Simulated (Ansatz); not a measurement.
Species: BNH3, charge 0, doublet. BNH3 (SMILES [BH]N, doublet).
B3LYP-D3(BJ)/def2-TZVP minimum from Ansatz (a quantum-chemistry and plane-wave program):
```
N
H 1 1.0078
H 1 1.0126 2 112.87
B 1 1.3753 2 123.32 3 -180.00
H 4 1.1913 1 125.43 2 180.00
```
Charge 0, spin multiplicity 2.

Wanted: atomisation energy (electronic, to ground-state atoms), in kcal/mol. Open shells are spin-unrestricted; no spin-orbit coupling. CBS(X,Y): correlation extrapolated as X^-3, Hartree-Fock from the larger set. A bracket is a step between two methods taken in the basis named. Functionals run without relativity, which enters their misses. Double hybrids freeze cores in their MP2 part. 'core' is core correlation in cc-pwCVTZ, 'X2C' scalar relativity in cc-pVTZ-DK, both at CCSD(T). Where a partner has so few electrons that a lower coupled-cluster level is exact, that level stands in.

CCSD(T)/CBS(cc-pVTZ,cc-pVQZ) + [CCSDT(Q) - CCSD(T)]/cc-pVTZ + [CCSDTQ - CCSDT(Q)]/cc-pVDZ + core + X2C (Ansatz) gives 389.7 kcal/mol.

Q: How far off this value is PBE/def2-TZVPD (Ansatz), in which direction, and which of these levels come nearer: r2SCAN/def2-TZVPD, B3LYP/def2-TZVPD, PBE0/def2-TZVPD, wB97M-V/def2-TZVPD, B2PLYP/def2-TZVPD, CCSD(T)/CBS(cc-pVTZ,cc-pVQZ) + core + X2C?

A: PBE gives 401.2 kcal/mol, 11.5 kcal/mol above it. Differences of the others: r2SCAN/def2-TZVPD (Ansatz) 4.7; B3LYP/def2-TZVPD (Ansatz) 5.3; PBE0/def2-TZVPD (Ansatz) 3.4; wB97M-V/def2-TZVPD (Ansatz) 2.5; B2PLYP/def2-TZVPD (Ansatz) -0.9; CCSD(T)/CBS(cc-pVTZ,cc-pVQZ) + core + X2C (Ansatz) -0.2 kcal/mol. Nearer than PBE: r2SCAN/def2-TZVPD, B3LYP/def2-TZVPD, PBE0/def2-TZVPD, wB97M-V/def2-TZVPD, B2PLYP/def2-TZVPD, CCSD(T)/CBS(cc-pVTZ,cc-pVQZ) + core + X2C.
